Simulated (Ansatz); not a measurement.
[InCl4]- (InCl₄⁻), relaxed as a singlet with RKS PBE-D4/def2-SVPD in Ansatz, starting from the GFN2-xTB geometry. Force threshold 0.02 eV/Å.

In the def2 sets In takes a core potential; there is no spin–orbit coupling.

Start:

```xyz
5

In    0.0007   -0.0012   -0.0008
Cl   -1.4527    0.7895    1.6802
Cl   -0.8378   -2.0220   -0.8757
Cl    2.1398   -0.3681    0.9213
Cl    0.1501    1.6019   -1.7250
```

(1) Estimate the energy that the relaxation releases and the steps that it takes.

(2) Does the start keep its bonding and symmetry?

(3) Predict the relaxed structure.

## Answers

(1) 0.13 eV, in 3 steps; 7 s on 4 threads of Intel Xeon on a shared host. No frequencies were taken in this run, so the end may be a saddle point.

(2) By distances, no bond broke or formed. The bond that changes most is In1–Cl3, from 2.36 to 2.43 Å (atoms count from 1). Point group Td at the start, Td at the end, both within 0.05 Å.

(3) 
```xyz
5

In    0.0000   -0.0001    0.0000
Cl   -1.4991    0.8148    1.7339
Cl   -0.8639   -2.0866   -0.9040
Cl    2.2073   -0.3797    0.9493
Cl    0.1556    1.6516   -1.7791
```
Bond lengths: 4 × Cl–In 2.43 Å.
